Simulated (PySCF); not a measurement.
**`C=C1[SiH2]N[C@H]1C`, C4H9NSi**

Molfile (atoms numbered from 1):
```
C4H9NSi
     RDKit          3D

 15 15  0  0  0  0  0  0  0  0999 V2000
   -1.2493   -1.5410   -0.6617 C   0  0  0  0  0  0  0  0  0  0  0  0
   -0.7965   -0.3836   -0.2251 C   0  0  0  0  0  0  0  0  0  0  0  0
   -1.3122    1.0446    0.9029 Si  0  0  0  0  0  4  0  0  0  0  0  0
    0.1825    1.5235    0.2016 N   0  0  0  0  0  0  0  0  0  0  0  0
    0.5127    0.3090   -0.5360 C   0  0  1  0  0  0  0  0  0  0  0  0
    1.7342   -0.4249    0.0024 C   0  0  0  0  0  0  0  0  0  0  0  0
   -2.2074   -1.9263   -0.3521 H   0  0  0  0  0  0  0  0  0  0  0  0
   -0.6906   -2.1611   -1.3489 H   0  0  0  0  0  0  0  0  0  0  0  0
   -1.3535    0.7499    2.3402 H   0  0  0  0  0  0  0  0  0  0  0  0
   -2.4461    1.8801    0.5064 H   0  0  0  0  0  0  0  0  0  0  0  0
    0.8728    2.2401    0.3467 H   0  0  0  0  0  0  0  0  0  0  0  0
    0.6520    0.5147   -1.6068 H   0  0  0  0  0  0  0  0  0  0  0  0
    1.8733   -1.3605   -0.5332 H   0  0  0  0  0  0  0  0  0  0  0  0
    1.5947   -0.6399    1.0598 H   0  0  0  0  0  0  0  0  0  0  0  0
    2.6292    0.1834   -0.1181 H   0  0  0  0  0  0  0  0  0  0  0  0
  1  2  2  0
  2  3  1  0
  3  4  1  0
  4  5  1  0
  5  6  1  0
  5  2  1  0
  1  7  1  0
  1  8  1  0
  3  9  1  0
  3 10  1  0
  4 11  1  0
  5 12  1  6
  6 13  1  0
  6 14  1  0
  6 15  1  0
M  END
```

Level of theory: TDDFT CAM-B3LYP/def2-SVPD excited states, vertical, gas phase (PySCF). Geometry: GFN2-xTB.

Question: Give the one- and two-photon strengths of the lowest singlets.

Answer: δ for parallel linear polarisation; σ at the peak of a Lorentzian of half width 0.1 eV, single beam; Ω is circular over linear.
```tsv
state	E (eV)	f	photon λ (nm)	δ (au)	σ (GM)	Ω	main
S1	5.51	0.005	450	6.62	0.07	1.12	HOMO→LUMO 0.80, HOMO→LUMO+1 0.16
S2	5.86	0.001	423	11.3	0.14	0.26	HOMO→LUMO+1 0.81, HOMO→LUMO 0.17
S3	6.33	0.002	392	1.82	0.03	1.33	HOMO−2→LUMO+1 0.63, HOMO−2→LUMO 0.28
S4	6.51	0.008	381	32.1	0.50	0.81	HOMO→LUMO+2 0.69, HOMO→LUMO+4 0.15
S5	6.75	0.012	367	10.8	0.18	0.81	HOMO−1→LUMO 0.62, HOMO−1→LUMO+1 0.20
```

Among these, the strongest one-photon state is S5, the strongest two-photon state S4, with a dipole change of 0.7 D (relaxed, norm of the difference vector).
